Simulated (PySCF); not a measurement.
C5H3F. Atoms are numbered in the order given.

```xyz
9

C      0.9647    -2.3197     0.0000
C      0.3543    -1.2710     0.0000
C     -0.3623    -0.0395     0.0000
F     -1.7098    -0.1585     0.0000
C      0.2071     1.1508     0.0000
C      0.7978     2.3158     0.0000
H      1.5052    -3.2477     0.0000
H      1.0566     2.8280    -0.9355
H      1.0566     2.8280     0.9355
```

The structure is a stationary point at B3LYP-D3(BJ)/def2-SVP. This is a generated structure with no PubChem entry under its InChIKey; it may be hypothetical.

Level of theory: B3LYP-D3(BJ)/def2-SVP (PySCF).

No scaling factor is applied to the harmonic values.

Computed normal modes with their intensities:
```tsv
mode	ν (cm⁻¹)	IR (km/mol)	moving atoms (share of kinetic energy)
1	130	1.7	C 70 %, H 19 %, F 11 %
2	210	3.3	C 66 %, H 24 %, F 10 %
3	245	0.1	C 55 %, F 35 %, H 10 %
4	324	0.0	C 77 %, H 22 %
5	529	10.7	C 72 %, F 22 %
6	597	15.2	C 89 %
7	607	1.3	H 58 %, C 42 %
8	625	1.5	C 59 %, H 36 %
9	660	42.5	H 77 %, C 23 %
10	734	18.0	H 73 %, C 25 %
11	745	20.8	C 52 %, F 39 %, H 8 %
12	918	33.4	H 73 %, C 27 %
13	993	0.1	H 66 %, C 34 %
14	1223	197.6	C 82 %, F 17 %
15	1285	45.8	C 57 %, H 41 %
16	1462	32.4	H 54 %, C 45 %
17	2069	10.7	C 99 %
18	2217	5.1	C 91 %, H 9 %
19	3101	3.9	H 95 %
20	3184	0.1	H 89 %, C 11 %
21	3469	90.2	H 86 %, C 14 %
```
